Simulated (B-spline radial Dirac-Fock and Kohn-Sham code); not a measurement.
**What relativity does to the binding energies of Pt⁴³⁺**

System: platinum as Pt⁴³⁺ in the configuration [Ar] 3d10 4s2 4p5.

Both columns are ΔSCF binding energies of the configuration average from a radial atomic solver: non-relativistic Hartree-Fock with a point nucleus, and Dirac-Fock with a finite nucleus and the Coulomb interaction alone, averaged over the two j levels with weights 2j+1.

| shell | Hartree-Fock (eV) | Dirac-Fock (eV) | shift (eV) | shift (%) |
| --- | --- | --- | --- | --- |
| 1s | 73753.8 | 80932.3 | +7178.57 | +9.73 |
| 2s | 14121.4 | 16055.2 | +1933.85 | +13.69 |
| 3s | 4837.3 | 5343.6 | +506.28 | +10.47 |
| 3d | 4203.3 | 4193.8 | -9.53 | -0.23 |
| 4s | 2307.3 | 2480.1 | +172.74 | +7.49 |
| 4p | 2202.9 | 2274.7 | +71.82 | +3.26 |

Relativity binds 1s, 2s, 3s, 4s, 4p more strongly, among those listed most of all 2s in relative terms, and 3d more weakly, because the contracted s and p shells screen the nucleus better.

Values without a named source are computed, but for edge energies of neutral atoms, which are taken from tables.
